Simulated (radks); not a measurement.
All-electron atom: the thallium ion Tl3+ in [Kr] 4d10 4f14 5s1 5p6 5d10 6d1 (not the ground configuration). All-electron calculation, scalar-relativistic Kohn-Sham, r2SCAN, spin-polarised, spherical densities, finite nucleus; open shells are filled with parallel spins first (spin-orbit coupling, left out, can overturn this in heavy ions); meta-GGA in the generalised Kohn-Sham scheme; Fermi nuclear charge, rms radius 5.4759 fm. Program: a radial shooting solver on a logarithmic mesh with Libxc functionals.

Local quantities along the radius. ELF = 1/(1 + alpha^2) is the electron localisation function; alpha = (tau - tau_W)/tau_unif compares the Pauli kinetic energy density with that of the uniform gas (summed over spins). tau is taken from the large components.

r (bohr)    ELF    alpha
0.00116   0.999  0.02361
0.001584  0.999  0.02657
0.002165  0.999  0.03137
0.002957  0.998  0.03938
0.00404   0.997  0.05350
0.005519  0.994  0.08045
0.00754   0.981   0.1374
0.0103    0.931   0.2712
0.01407   0.736   0.5985
0.01938   0.406    1.209
0.02648   0.357    1.342
0.03617   0.601   0.8143
0.04941   0.742   0.5898
0.06751   0.560   0.8862
0.09223   0.350    1.362
0.126     0.618   0.7855
0.1721    0.673   0.6977
0.2352    0.291    1.560
0.3213    0.576   0.8577
0.4389    0.703   0.6502
0.5996    0.363    1.325
0.8191    0.421    1.173
1.119     0.673   0.6970
1.529     0.490    1.021
2.089     0.108    2.881
2.853     0.028    5.919
3.898     0.089    3.195
5.325     0.038    5.022
7.275     0.002    20.62
9.939     0.000    266.9

On this mesh the ELF has minima near r = 0.023, 0.092, 0.24, 0.70, 2.9 bohr, which separate the shells, and maxima near 0.049 (0.74), 0.15 (0.71), 0.37 (0.71), 1.1 (0.67).
